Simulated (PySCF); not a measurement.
A run for PySCF: D3(BJ) and D4 dispersion corrections on BBr2HO (SMILES OB(Br)Br), a point of a torsion scan.

```python
from pyscf import gto
from pyscf.dispersion import dftd3, dftd4

mol = gto.M(
    atom='''
    O    -0.87703881   -0.44501435    0.05469205
    B     0.27119865    0.13835470    0.03554105
    Br    1.74205760   -0.60928742   -0.92471929
    Br    0.57698738    1.74348694    1.02218988
    H    -1.75471391   -0.74168834   -0.11922948
    ''',
    basis='def2-svp',
    charge=0, spin=0, verbose=0, max_memory=1800)
d3, d4 = {}, {}
for xc in ['hf', 'pbe', 'blyp', 'revpbe', 'tpss', 'r2scan', 'b3lyp', 'pbe0', 'bhlyp', 'camb3lyp', 'b2plyp']:
    d3[xc] = float(dftd3.DFTD3Dispersion(mol, xc=xc, version='d3bj', atm=False).get_dispersion()['energy'])
    print(f'D3(BJ) {xc:10s} {d3[xc]:14.8f} Eh')
for xc in ['hf', 'pbe', 'blyp', 'revpbe', 'tpss', 'r2scan', 'b3lyp', 'pbe0', 'bhlyp', 'camb3lyp', 'b2plyp']:
    d4[xc] = float(dftd4.DFTD4Dispersion(mol, xc={'camb3lyp': 'cam-b3lyp'}.get(xc, xc), atm=True).get_dispersion()['energy'])
    print(f'D4     {xc:10s} {d4[xc]:14.8f} Eh')
```

Output:

```
D3(BJ) hf            -0.03437827 Eh
D3(BJ) pbe           -0.00438822 Eh
D3(BJ) blyp          -0.01035491 Eh
D3(BJ) revpbe        -0.01048974 Eh
D3(BJ) tpss          -0.00584253 Eh
D3(BJ) r2scan        -0.00117747 Eh
D3(BJ) b3lyp         -0.00863079 Eh
D3(BJ) pbe0          -0.00406692 Eh
D3(BJ) bhlyp         -0.00745558 Eh
D3(BJ) camb3lyp      -0.00413792 Eh
D3(BJ) b2plyp        -0.00443917 Eh
D4     hf            -0.01699169 Eh
D4     pbe           -0.00501757 Eh
D4     blyp          -0.01106605 Eh
D4     revpbe        -0.01362353 Eh
D4     tpss          -0.00678399 Eh
D4     r2scan        -0.00106417 Eh
D4     b3lyp         -0.00834211 Eh
D4     pbe0          -0.00423886 Eh
D4     bhlyp         -0.00714055 Eh
D4     camb3lyp      -0.00438922 Eh
D4     b2plyp        -0.00347044 Eh
```

The run finished.

Cost: roughly 0.020 core-seconds.
